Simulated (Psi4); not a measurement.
Psi4 input (wB97X-D/6-311+G**):

```
memory 1500 MB

molecule {
0 2
O    -0.58232700    1.36116200    0.80317200
B    -0.44115700    0.16052100    0.17615200
O    -1.57986600   -0.57983400    0.05749200
P     1.24612800   -0.53805000   -0.53959400
H     0.23303100    1.86272500    0.87395700
H    -1.46530700   -1.42385000   -0.38663500
H     2.04368100    0.57864300   -0.15948400
symmetry c1
no_reorient
no_com
}

set {
  basis 6-311+G**
  reference uks
  scf_type df
  df_basis_scf def2-universal-jkfit
  dft_radial_points 99
  dft_spherical_points 590
  e_convergence 1e-8
  d_convergence 1e-7
  maxiter 150
}

e = energy('wb97x-d')
print_out(f'\nFINAL {e:.10f} DIPOLE {variable("CURRENT DIPOLE")[0]:.6f} {variable("CURRENT DIPOLE")[1]:.6f} {variable("CURRENT DIPOLE")[2]:.6f}\n')
```

From the output:

```
              A
    DOCC [    19 ]
    SOCC [     1 ]
    NA   [    20 ]
    NB   [    19 ]

  @DF-UKS Final Energy:  -518.52656456791374

   => Energetics <=

    Nuclear Repulsion Energy =            138.7543929734010248
    One-Electron Energy =                -990.2545533280508607
    Two-Electron Energy =                 365.4910987755803831
    DFT Exchange-Correlation Energy =     -32.5159708712969149
    Empirical Dispersion Energy =          -0.0015321175474042
    VV10 Nonlocal Energy =                  0.0000000000000000
    Total Energy =                       -518.5265645679137378

  UHF NO Occupations:
  HONO-2 :   18  A 1.9997788
  HONO-1 :   19  A 1.9986293
  HONO-0 :   20  A 1.0000000
  LUNO+0 :   21  A 0.0013707
  LUNO+1 :   22  A 0.0002212
  LUNO+2 :   23  A 0.0001221
  LUNO+3 :   24  A 0.0000906

Computation Completed

Properties will be evaluated at   0.000000,   0.000000,   0.000000 [a0]

Properties computed using the SCF density matrix

 Multipole Moments:

 ------------------------------------------------------------------------------------
     Multipole            Electronic (a.u.)      Nuclear  (a.u.)        Total (a.u.)
 ------------------------------------------------------------------------------------

 L = 1.  Multiply by 2.5417464519 to convert [e a0] to [Debye]
 Dipole X            :          0.6700795           -0.0000076            0.6700719
 Dipole Y            :         -0.0060129           -0.0000057           -0.0060186
 Dipole Z            :         -0.1494825            0.0000000           -0.1494825
 Magnitude           :                                                    0.6865695

 ------------------------------------------------------------------------------------

FINAL -518.5265645679 DIPOLE 0.670072 -0.006019 -0.149482

*** Psi4 exiting successfully. Buy a developer a beer!
```

The geometry given is a B3LYP-D3(BJ)/def2-TZVP minimum.
